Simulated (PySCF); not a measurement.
Compounds:

A. `InChI=1S/C9H13F/c1-6-4-7-2-3-8(6)9(10)5-7/h5-8H,2-4H2,1H3/t6-,7-,8+/m1/s1`
B. SMILES [SiH3]N[C@H]1[C@H]2CC[C@@H]1CC2
C. `C(C#CC=C=C)(F)(F)F`

Spectrum 1. 1H NMR (300 MHz, computed): δ 5.65 (m, 1H), 5.46 (m, 2H). 13C{1H} NMR (computed): δ 234.0 (C), 124.7 (C), 87.6 (C), 87.5 (C), 82.8 (CH2), 77.2 (CH).

Spectrum 2. 1H NMR (300 MHz, computed): δ 4.65 (s, 3H), 2.78 (m, 1H), 1.76 (m, 2H), 1.73 (m, 2H), 1.72 (m, 2H), 1.26 (m, 2H), 1.12 (m, 2H), -0.22 (br s, 1H). 13C{1H} NMR (computed): δ 66.6 (CH), 43.2 (CH), 30.9 (CH2), 28.8 (CH2).

Spectrum 3. 1H NMR (300 MHz, computed): δ 5.61 (m, 1H), 2.51 (m, 1H), 2.32 (m, 1H), 1.68 (m, 1H), 1.68 (m, 1H), 1.58 (m, 1H), 1.57 (m, 1H), 1.38 (m, 1H), 1.27 (m, 1H), 0.94 (d, 3H), 0.74 (m, 1H). 13C{1H} NMR (computed): δ 174.8 (C), 110.6 (CH), 43.0 (CH), 37.9 (CH2), 36.0 (CH), 34.2 (CH), 29.6 (CH2), 28.0 (CH2), 25.5 (CH3).

PySCF 2.14.0 with density-fitted response routines calculation with geometry from GFN2-xTB and shielding tensors at PBE0/pcSseg-1 (GIAO); relativity neglected, equivalent nuclei averaged, in vacuum, single conformer.

References, each an isolated molecule treated in the same way: TMS for 1H (σ = 31.72 ppm) and 13C (σ = 186.93 ppm). Splittings of carbon signals by F and P are missing where no couplings were computed. Where no couplings were computed, multiplicities follow the n + 1 count of equivalent neighbours, and m marks all less simple cases (inequivalent or close neighbours, rings, F or P nearby). Shifts are as computed. Against solution values, carbons near 30 ppm lie about +3 ppm off and those near 130 ppm about +5 ppm. Of 1211 compounds with measured shifts, 218 miss one by over three times the rms of a fit or turn the order of signals round; such compounds aren't used in these exercises. OH and NH positions are gas-phase values without hydrogen bonding to other molecules.

Match each spectrum to its structure.

## Answers

1–C, 2–B, 3–A.

- Spectrum 1 (C): 6 13C signals; δC 234.0 is a central carbon of an allene; δC 124.7 is a CF3 carbon.
- Spectrum 2 (B): 4 13C signals; δC 66.6 is an sp3 CH bonded to N; δC 43.2 is an sp3 CH in a ring.
- Spectrum 3 (A): 9 13C signals; δC 110.6 is an alkene CH; δC 43.0 is an allylic sp3 CH.
